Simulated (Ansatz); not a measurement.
`F[Si](F)(S)[GeH3]` + NH₃ → `[NH2][GeH3]` + `F[SiH](F)S` at 400 K and 1 bar (cleavage of the Ge–Si bond).

Calculated with Ansatz (gas phase, PBE0-D4/def2-TZVP geometries, no zero-point term in ΔE). CBS: MP2 limit from def2 TZ/QZ plus the TZ coupled-cluster correction, frozen cores. This one scheme is used for every species. For Ge outer-core shells are correlated without core-valence functions, which leaves a few kJ/mol of doubt a bond. Scalar relativity is left out up to krypton. Each species was taken in one conformer, which may not be the lowest.

```json
{"species": "`F[Si](F)(S)[GeH3]`", "CCSD(T)/CBS energy (Eh)": "-2965.12336", "H − E (kJ/mol)": "142.5", "S (J/(mol·K))": "427.2"}
{"species": "NH₃", "CCSD(T)/CBS energy (Eh)": "-56.50880", "H − E (kJ/mol)": "104.2", "S (J/(mol·K))": "203.1"}
{"species": "`[NH2][GeH3]`", "CCSD(T)/CBS energy (Eh)": "-2133.81884", "H − E (kJ/mol)": "149.5", "S (J/(mol·K))": "296.9"}
{"species": "`F[SiH](F)S`", "CCSD(T)/CBS energy (Eh)": "-887.80771", "H − E (kJ/mol)": "89.7", "S (J/(mol·K))": "339.4"}
```

H − E and S are ideal-gas, rigid-rotor, harmonic terms from PBE0-D4/def2-TZVP, for one conformer and one mirror image of each species. 1 Eh = 2625.50 kJ/mol, R = 8.31446 J/(mol·K).

Problem. By hand: ΔE, ΔH, ΔS and ΔG.

Solution. ΔE = (-2133.81884) + (-887.80771) − (-2965.12336) − (-56.50880) = 0.00561 Eh = 14.7 kJ/mol. Δ(H − E) = 149.5 + 89.7 − 142.5 − 104.2 = -7.5, so ΔH = 7.2 kJ/mol. ΔS = 296.9 + 339.4 − 427.2 − 203.1 = 6.0 J/(mol·K). ΔG = 7.2 − 400 × (6.0)/1000 = 4.8 kJ/mol.

Problem. By hand: the equilibrium constant, and the temperature at which ΔG would vanish if ΔH and ΔS stayed fixed.

Solution. log₁₀ K = −ΔG/(RT ln 10) = -0.6. ΔG = 0 at ΔH/ΔS = 1200 K, though so small a ΔH makes that figure unsure.

TΔS isn't small against ΔH here. The sign of ΔG lies within the doubt. A doubt of 5 kJ/mol in ΔE shifts log₁₀ K by 0.7 here. Other conformers and mirror images would add mixing entropy, several J/(mol·K) or more a flexible species. These are equilibria of isolated gas molecules and say nothing of rates. Largest T1 diagnostic: 0.012 (customary marks: 0.02 for closed shells, 0.045 for open ones).
